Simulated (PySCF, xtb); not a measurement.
Te(I)(Et) (C2H5ITe), SMILES CC[Te]I.

GFN2-xTB (xtb 6.7.1) at its own geometry gives an orbital gap of 3.01 eV and a dipole moment of 6.40 D.

Geometry: PBE0-D3(BJ)/def2-SVP. The def2 effective core potentials stand for the cores of I, Te; spin–orbit coupling is left out. Other conformers were not sampled.

**Question.** What does PBE/def2-TZVP (PySCF) give? (Estimate from the structure and the level; the computed values follow.)

**Answer.** gap 1.72 eV (levels -5.02 and -3.30 eV), dipole 2.10 D.
